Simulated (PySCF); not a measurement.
Br₂FSi, multiplicity 2. Atoms are numbered in the order given.

```xyz
4

Si     0.4989     0.7222     0.0000
Br    -0.0548    -0.4152    -1.8475
Br    -0.0548    -0.4152     1.8475
F     -0.3502     2.1059     0.0000
```
Charge 0, spin multiplicity 2.

Coordinates come from a B3LYP-D3(BJ)/def2-SVP optimisation.

Computed with SMD-PBE0/6-31G* in PySCF.

Solvation free energies are E(SMD) − E(gas) at the gas-phase geometry, for 1 M in both phases. Bromine has the revised SMD18 radius of 2.60 Å. In vacuum the dipole moment is 1.01 D.

Computed solvation free energies in water, acetonitrile, 1-octanol:
| solvent | ΔG(solv) (kcal/mol) | its non-electrostatic (CDS) part | dipole (D) |
|---|---|---|---|
| water | -1.3 | 0.1 | 1.30 |
| acetonitrile | -4.2 | -2.9 | 1.29 |
| 1-octanol | -4.4 | -3.3 | 1.25 |
